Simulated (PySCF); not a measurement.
**Ionisation energy along the 4-electron series**

Calculated with PySCF 2.14 and a two-component X2C-1e Hamiltonian (Gaussian nucleus, no Breit or QED terms), each ion in its own even-tempered basis scaled to its charge; GMP2 freezes nothing and drops the highest virtual spinors. Values in eV. NIST values: (m) measured, (s) semi-empirical, (t) theoretical.

```tsv
ion	configuration	GHF (screened spin-orbit)	GMP2 (screened spin-orbit)	NIST
Zn²⁶⁺	[He] 2s2	2663.8	2668.8	2669.9 ± 2.5 (s)
Ga²⁷⁺	[He] 2s2	2862.1	2867.2	2868 ± 3 (s)
Ge²⁸⁺	[He] 2s2	3067.7	3073.0	3074 ± 3 (s)
As²⁹⁺	[He] 2s2	3280.9	3286.2	3287 ± 3 (s)
```

Between Z = 30 and Z = 33 the GMP2 (screened spin-orbit) value grows as Z to the power 2.18.
